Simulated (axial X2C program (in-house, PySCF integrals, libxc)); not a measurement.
# What spin–orbit coupling does to ZrSe

Calculated with an in-house relativistic program for diatomic molecules. Spin-free means the one-electron spin-free X2C Hamiltonian; two-component (2c) means X2C with spin–orbit coupling and atomic mean-field two-electron Coulomb and Gaunt terms, so the difference of the two also holds small scalar two-electron terms. Basis: Zr dyall-cv3z [11s12p9d6f3g], Se dyall-cv3z [8s9p6d4f1g] (cores contracted in-house); Gaussian nuclei, density fitting, unrestricted open shells. Masses: Zr 89.905 u, Se 79.917 u.

Spin-free state: M_S = 1, Λ = 2 (beyond evenly filled blocks: σα, δ+α); fragments Zr + Se.

```tsv
level	Re (Å)	ωe (cm⁻¹)	De (eV)	μ (D)
PBE0	2.312	373.4	5.133	-5.58
BP86	2.331	356.2	5.458	-4.82
```

Dipoles are positive if Se is the positive end.

Two-component determinant lowest at the distance of the search:

Ω = 1 (⟨Sz⟩ = -1.00, ⟨Lz⟩ = 2.00 at PBE0); fragments Zr + Se.

| level | Re (Å) | ωe (cm⁻¹) | μ (D) |
| --- | --- | --- | --- |
| PBE0 | 2.313 | 372.7 | -5.57 |
| BP86 | 2.332 | 355.5 | -4.82 |

Problem. From the two tables, how do the constants change at the PBE0 level (2c against spin-free)?

Solution. At the PBE0 level Re increases by 0.001 Å and ωe drops by 0.7 cm⁻¹.

One determinant describes the state; a PBE0 search over occupations chose it and may have missed a lower one. De is counted from the lowest determinant-based energies of the atoms at the same level, without counterpoise correction. De is not given where an atomic determinant may have missed its ground term or J level, or where the truncated virtual space spoils (T). Density functionals use the spin component along the axis (collinear). Other states lie close and PBE0, whose exact exchange favours high spin, may order them wrongly; the determinant shown need not be the ground state. The nearest other spin-free determinant of the search, M_S = 0, Λ = 0, lies 0.37 eV up at the distance of the search. Without a current term, density functionals place determinants with orbital angular momentum somewhat too high. With several unpaired electrons one determinant need not be a pure state.
